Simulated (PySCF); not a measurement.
CH13NO2Si4, SMILES C[Si](N[SiH3])(O[SiH3])O[SiH3].

The structure is a stationary point at B3LYP-D3(BJ)/def2-SVP. The values are those of a single conformer.

Computed with SMD-ωB97X/6-31G* (PySCF).

Solvation free energies are E(SMD) − E(gas) at the gas-phase geometry, for 1 M in both phases. In vacuum the dipole moment is 0.59 D.

### Question
Rank water, chloroform, cyclohexanone by solvation free energy, most negative first.

### Answer
chloroform (-2.8 kcal/mol), cyclohexanone (-1.6 kcal/mol), water (2.6 kcal/mol)
